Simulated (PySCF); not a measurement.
**PBE0 on Rb³⁺ (rubidium, charge +3)**

Configuration: [Ar] 3d10 4s2 4p4, high-spin 3P determinant. Calculation: PySCF 2.14, in x2c-TZVPall (8s6p6d1f, 63 functions); the spin-free X2C one-electron Hamiltonian (Gaussian nucleus).

```json
{
  "Total energy": "-2978.07 hartree",
  "One-electron energy": "-4084.80 hartree",
  "Hartree (Coulomb) energy": "1207.01 hartree",
  "Exchange-correlation energy": "-100.28 hartree",
  "⟨S²⟩": "2.0023",
  "⟨L²⟩": "2.011",
  "Sum of ⟨r⟩": "19.82 bohr",
  "Sum of ⟨r²⟩": "21.88 bohr²",
  "Traceless quadrupole moment −½Σ⟨3z² − r²⟩ along its main axis": "-1.04 e·bohr²",
  "Langevin diamagnetic susceptibility": "-17.3 ×10⁻⁶ cm³/mol",
  "Time after the integrals": "0.88 s of wall time on 1 thread of Neoverse-V2 (shared host)"
}
```

```csv
shell,electrons,mean orbital energy (hartree),spread (hartree),"rms radius, mean of both spins (bohr)"
1s α,1,-555.65612,0,0.0464
1s β,1,-555.64666,0,0.0464
2s α,1,-76.01334,0,0.193
2s β,1,-76.00790,0,0.193
2p α,3,-67.50638,0.01369,0.171
2p β,3,-67.49646,0.00447,0.171
3s α,1,-12.66734,0,0.546
3s β,1,-12.65281,0,0.546
3p α,3,-9.91244,0.03639,0.559
3p β,3,-9.89454,0.01876,0.559
3d α,5,-5.34627,0.03486,0.578
3d β,5,-5.33153,0.02326,0.578
4s α,1,-2.50791,0,1.49
4s β,1,-2.37320,0,1.49
4p α,3,-1.82607,0.06987,1.69
4p β,1,-1.73675,0,1.69
```

Densities and radii are taken from the X2C orbitals without a picture-change correction, which distorts them close to the nucleus.
